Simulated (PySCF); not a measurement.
## Tellurium: a sound run and one with changed settings

Sound run: Te [Kr] 4d10 5s2 5p4, Te⁺ [Kr] 4d10 5s2 5p3. Calculation: PySCF 2.14, in def2-SVP with the def2 core potential (28 electrons); a scalar-relativistic core potential. The sound run starts from symmetry-adapted Hartree-Fock orbitals and uses a fine grid where one is needed.

Changed run: 26 angular points. This setting is unsound on purpose.

| species | method | sound run (hartree) | changed run (hartree) | converged |
| --- | --- | --- | --- | --- |
| Te | UHF | -266.99681 | -266.99681 | yes |
| Te | LDA | -267.57390 | -267.57395 | yes |
| Te | PBE | -267.96343 | -267.96346 | yes |
| Te⁺ | UHF | -266.71416 | -266.71416 | yes |
| Te⁺ | LDA | -267.24506 | -267.24506 | yes |
| Te⁺ | PBE | -267.64501 | -267.64501 | yes |

Ionisation energy of Te:

| method | sound run (eV) | changed run (eV) |
| --- | --- | --- |
| UHF | 7.691 | 7.691 |
| LDA | 8.948 | 8.950 |
| PBE | 8.665 | 8.666 |

A coarse angular grid integrates products of high-l functions wrongly, so density functionals can shift, and the SCF can exploit the error; Hartree-Fock and MP2 need no grid.

For comparison, NIST gives 9.010 eV between the lowest levels.
